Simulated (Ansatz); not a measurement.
Ansatz (a quantum-chemistry and plane-wave program) input (wB97X-V/def2-TZVP):

Ansatz 0.2 input:
```yaml
crystal:
  periodic: [false, false, false]
  atoms:
    - {symbol: Hg, position_ang: [-0.00000000, -0.00000000, -0.73352435]}
    - {symbol: Br, position_ang: [0.00000000, 0.00000000, 1.67662709]}
basis:
  gaussian:
    orbitals: def2-TZVP
hamiltonian:
  xc: {name: wB97X-V}
total_charge: 1
relax: {f_tol: 0.003, max_steps: 100}
```

Output:

```
Functional definition: wB97X-V
integrals: 0.05 GiB planned
752 factors; integrals over basis functions are off by at most 5.6e-4 eV
integrals: 0.10 GiB planned
140 factors; integrals over basis functions are off by at most 8.6e-5 eV
mean field: 0.43 GiB planned
mean field evaluation 1: about -74201.8938 eV, gradient 4.2e1 eV
mean field evaluation 2: about -74200.8566 eV, gradient 5.5e1 eV
mean field evaluation 4: about -74206.8431 eV, gradient 8.3e-1 eV
mean field evaluation 8: about -74206.8864 eV, gradient 3.2e-2 eV
mean field evaluation 16: about -74206.8864 eV, gradient 1.9e-5 eV
mean field -74206.88644876 eV, -2727.0527777576 hartree, gradient 1.9e-5 eV, S^2 0.000000; 0 other end points of the search recorded, 0 dependent functions left out
the calculation of the forces begins
reference -74206.88644701 eV, -2727.0527776934 hartree; 27, 27 occupied and 64, 64 virtual orbitals, 752 factors
relax step   1: F+E_penalty+E_count = -74206.88644876 eV  Δ(F+E_penalty+E_count) = +0.000e0 eV  max|allowed force component| = 5.777e-1 eV/Å  Δτ_max = 0.0000 Å  (31 SCF iters, accepted)
these checks for a lower state are left out or cut short: starts, cluster_reference, orbital_swaps, neighbouring_geometries, increment
integrals: 0.05 GiB planned
752 factors; integrals over basis functions are off by at most 5.1e-4 eV
integrals: 0.10 GiB planned
140 factors; integrals over basis functions are off by at most 8.1e-5 eV
mean field: 0.43 GiB planned
mean field -74206.89563085 eV, -2727.0531151932 hartree, gradient 1.5e-5 eV, S^2 0.000000; 0 other end points of the search recorded, 0 dependent functions left out
the calculation of the forces begins
reference -74206.89562910 eV, -2727.0531151290 hartree; 27, 27 occupied and 64, 64 virtual orbitals, 752 factors
relax step   2: F+E_penalty+E_count = -74206.89563085 eV  Δ(F+E_penalty+E_count) = -9.182e-3 eV  max|allowed force component| = 3.437e-1 eV/Å  Δτ_max = 0.0329 Å  (38 SCF iters, accepted)
these checks for a lower state are left out or cut short: starts, cluster_reference, orbital_swaps, neighbouring_geometries, increment
integrals: 0.05 GiB planned
752 factors; integrals over basis functions are off by at most 5.3e-4 eV
integrals: 0.10 GiB planned
140 factors; integrals over basis functions are off by at most 8.3e-5 eV
mean field: 0.43 GiB planned
mean field evaluation 32: about -74206.8994 eV, gradient 1.4e-5 eV
mean field -74206.89940680 eV, -2727.0532539567 hartree, gradient 1.4e-5 eV, S^2 0.000000; 0 other end points of the search recorded, 0 dependent functions left out
the calculation of the forces begins
reference -74206.89940505 eV, -2727.0532538925 hartree; 27, 27 occupied and 64, 64 virtual orbitals, 752 factors
relax step   3: F+E_penalty+E_count = -74206.89940680 eV  Δ(F+E_penalty+E_count) = -3.776e-3 eV  max|allowed force component| = 8.138e-3 eV/Å  Δτ_max = 0.0109 Å  (40 SCF iters, accepted)
these checks for a lower state are left out or cut short: starts, cluster_reference, orbital_swaps, neighbouring_geometries, increment
integrals: 0.05 GiB planned
752 factors; integrals over basis functions are off by at most 5.3e-4 eV
integrals: 0.10 GiB planned
140 factors; integrals over basis functions are off by at most 8.3e-5 eV
mean field: 0.43 GiB planned
mean field -74206.89940905 eV, -2727.0532540398 hartree, gradient 4.0e-5 eV, S^2 0.000000; 0 other end points of the search recorded, 0 dependent functions left out
the calculation of the forces begins
reference -74206.89940731 eV, -2727.0532539756 hartree; 27, 27 occupied and 64, 64 virtual orbitals, 752 factors
relax step   4: F+E_penalty+E_count = -74206.89940905 eV  Δ(F+E_penalty+E_count) = -2.259e-6 eV  max|allowed force component| = 6.386e-5 eV/Å  Δτ_max = 0.0003 Å  (25 SCF iters, accepted)
integrals: 0.05 GiB planned
752 factors; integrals over basis functions are off by at most 5.3e-4 eV
integrals: 0.10 GiB planned
140 factors; integrals over basis functions are off by at most 8.3e-5 eV
mean field: 0.43 GiB planned
mean field -74206.89940905 eV, -2727.0532540398 hartree, gradient 4.0e-5 eV, S^2 0.000000; 1 other end points of the search recorded, 0 dependent functions left out
the calculation of the forces begins
reference -74206.89940731 eV, -2727.0532539756 hartree; 27, 27 occupied and 64, 64 virtual orbitals, 752 factors
Total energy: -74206.89940731 eV, -2727.0532539756 hartree
Atom 0 at    -0.000000     0.000000    -0.711796 Å, force    -0.000000    -0.000000    -0.000064 eV/Å
Atom 1 at     0.000000    -0.000000     1.654899 Å, force    -0.000000    -0.000000     0.000064 eV/Å
Dipole moment:     0.000000     0.000000    -0.713387 e Å
```
